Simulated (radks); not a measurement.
Results of a calculation; reference values are marked as such.
Task: These are the eigenvalues of the occupied orbitals of an atom or ion with whole-number occupations (hartree). Code: a radial shooting solver on a logarithmic mesh with Libxc functionals. Model: scalar-relativistic Kohn-Sham, r2SCAN, spin-polarised, spherical densities, finite nucleus; meta-GGA in the generalised Kohn-Sham scheme; Fermi nuclear charge, rms radius of each element as measured or else 0.836 A^(1/3) + 0.57 fm.

orbital  eigenvalue
1s up     -3334.480
1s down   -3334.478
2s down   -600.5124
2s up     -600.5124
2p up     -513.7840
2p down   -513.7832
3s up     -145.6332
3s down   -145.6327
3p up     -120.7497
3p down   -120.7490
3d up     -95.66701
3d down   -95.66636
4s up     -33.92405
4s down   -33.92270
4p up     -25.73665
4p down   -25.73526
4d up     -16.31901
4d down   -16.31740
5s up      -6.20547
5s down    -6.20107
4f up      -5.96905
4f down    -5.96715
5p up      -3.90899
5p down    -3.90654
5d up      -1.32265
5d down    -1.31481
6s up      -0.85550
6s down    -0.78819
6p up      -0.45402

Which element is it, and in what charge state? The configuration may be excited. Open shells, if any, are filled with parallel spins first.

Result: Z = 83, bismuth, charge +1: Bi+ in [Hg] 6p2. The list shows which subshells hold electrons but not how many an open one holds; the 1s level, -3334.5 hartree, gives Z - s = 81.7 by -(Z - s)^2/2, which with screening and relativity narrows Z to a few neighbours, and the depths of the outer levels then fix element, charge and occupations together.
